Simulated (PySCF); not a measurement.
GeH5Si, SMILES [SiH2][GeH3], multiplicity 2. Atoms are numbered in the order given.

```xyz
7

Si     1.6425     0.0933     0.0000
Ge    -0.7391    -0.0067     0.0000
H      2.2475    -0.5184    -1.2118
H      2.2475    -0.5184     1.2118
H     -1.2898     0.7027     1.2494
H     -1.2898     0.7027    -1.2494
H     -1.2603    -1.4595     0.0000
```
Charge 0, spin multiplicity 2.

Geometry: B3LYP-D3(BJ)/def2-TZVP. The isomer is the one that the SMILES or the coordinates give; other isomers of the formula were not compared.

Computed with PySCF 2.14.0 with TDA-PBE/def2-SVPD.

Vertical excitations. Gas-phase values at a fixed geometry.

Problem. List the lowest excited states. (Estimate from the structure and the level; the computed values follow.)

Solution. 
```csv
state,energy (eV),λ (nm),f,main pairs
root 1,3.67,338,0.009,β HOMO→LUMO 97 %
root 2,4.45,278,0.020,α HOMO→LUMO 96 %
root 3,4.53,274,0.000,β HOMO−1→LUMO 99 %
root 4,4.73,262,0.003,α HOMO→LUMO+1 96 %
root 5,4.84,256,0.022,"α HOMO→LUMO+2 52 %, β HOMO−2→LUMO 46 %"
root 6,4.87,254,0.008,"α HOMO→LUMO+2 47 %, β HOMO−2→LUMO 48 %"
root 7,5.16,240,0.001,β HOMO−3→LUMO 95 %
root 8,5.50,226,0.102,α HOMO→LUMO+3 91 %
root 9,5.72,217,0.020,α HOMO→LUMO+5 98 %
root 10,5.74,216,0.025,α HOMO→LUMO+4 96 %
```
Unrestricted roots are not spin-pure.
